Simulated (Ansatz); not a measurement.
Molecule: C3H8GeI, net charge -1, singlet state. It need not be the lowest isomer of its formula. Whether it binds its extra electron was not tested at this geometry. 
Structure (B3LYP-D3(BJ)/def2-TZVP (Ansatz, a first-principles code) minimum search):
```xyz
13

C     -0.0335     2.0934     1.9092
Ge    -0.2376     0.3989     1.2712
C     -2.0816    -0.3088     1.1964
C      0.9942    -0.9746     1.9803
I      0.3339    -0.3389    -1.5977
H      0.9773     2.4748     2.0283
H     -0.7469     2.8481     1.5888
H     -2.4513    -0.4951     2.2073
H     -2.7306     0.4199     0.7105
H     -2.0992    -1.2312     0.6188
H      2.0191    -0.6083     1.9211
H      0.9138    -1.8835     1.3867
H      0.7534    -1.1888     3.0241
```
Charge -1, spin multiplicity 1.

Basis-set convergence of Hartree-Fock and CCSD correlation energies (hartree) with Ansatz. Valence correlation only, unless marked. No spin-orbit coupling. Frozen are the shells of the preceding noble gas and the d and f shells that filled before the atom's block. Past Kr the def2 sets carry scalar-relativistic core potentials.

```json
[
 {"basis": "def2-SVPD", "functions": "197", "E(HF)": "-2489.97755", "E(corr, CCSD)": "-0.73732"},
 {"basis": "def2-TZVPPD", "functions": "360", "E(HF)": "-2490.37671", "E(corr, CCSD)": "-0.86484"},
 {"basis": "def2-QZVPPD", "functions": "639", "E(HF)": "-2490.42405", "E(corr, CCSD)": "-0.91484"}
]
```

Extrapolating the two largest sets (X = 3 and 4) as X^-3: E(corr) = (64·(-0.91484) - 27·(-0.86484))/37 = -0.9513 Eh, an estimate of the basis-set limit. The largest set recovers 96.2 % of it, the smallest 77.5 %.
